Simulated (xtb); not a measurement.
C2H6BFN2, SMILES NB(N)C(F)=C. All values are semi-empirical tight-binding results from xtb (GFN2-xTB unless named), good for trends rather than for accurate numbers. Coordinates come from a GFN2-xTB optimisation. This is a generated structure with no PubChem entry under its InChIKey; it may be hypothetical. The values are those of a single conformer.

Optimised geometry:

```xyz
12

C      1.8687     0.6222    -0.0492
C      0.7886    -0.1233     0.1343
F      0.9993    -1.3737     0.6577
B     -0.7250     0.2120    -0.1624
N     -1.6847    -0.7674     0.1162
N     -1.0852     1.4596    -0.6910
H      1.7879     1.6127    -0.4554
H      2.8566     0.2714     0.1986
H     -1.4365    -1.6639     0.4937
H     -2.6706    -0.6544    -0.0352
H     -2.0349     1.7139    -0.8942
H     -0.4258     2.1844    -0.9011
```
Charge 0, spin multiplicity 1.

```
Quantity                                         Result
----------------------------------------  -------------
point group as xtb finds it                          Cs
orbital gap                                     4.17 eV
dipole moment                                    3.15 D
zero-point energy                         56.3 kcal/mol
G − E(el) at 298.15 K (modified RRHO)     37.0 kcal/mol
static polarisability (D4 model)             56.9 bohr³
solvation energy, GFN2-xTB/ALPB(water)    -6.5 kcal/mol
solvation energy, GFN2-xTB/ALPB(acetone)  -7.9 kcal/mol
```

Computed IR lines (harmonic; lines under 4 % of the strongest left out, lines within 3 cm⁻¹ merged):
ν (cm⁻¹): 380 (w), 488 (vs), 519 (w), 882 (w), 887 (w), 912 (w), 1127 (m), 1291 (m), 1380 (w), 1408 (s), 1534 (w), 1539 (s), 1674 (w), 3109 (w), 3156 (w) (against the strongest line: vs over 80 %, s over 45 %, m over 15 %, w over 4 %, vw less)

Computed atomic charges and the Wiberg bond orders between heavy atoms:
charges (e) C1 -0.11, C2 0.08, F3 -0.26, B4 0.27, N5 -0.34, N6 -0.35, H7 0.04, H8 0.05, H9 0.17, H10 0.15, H11 0.15, H12 0.15. Bond orders C1–C2 1.90, C2–F3 0.94, C2–B4 0.95, B4–N5 1.28, B4–N6 1.26.
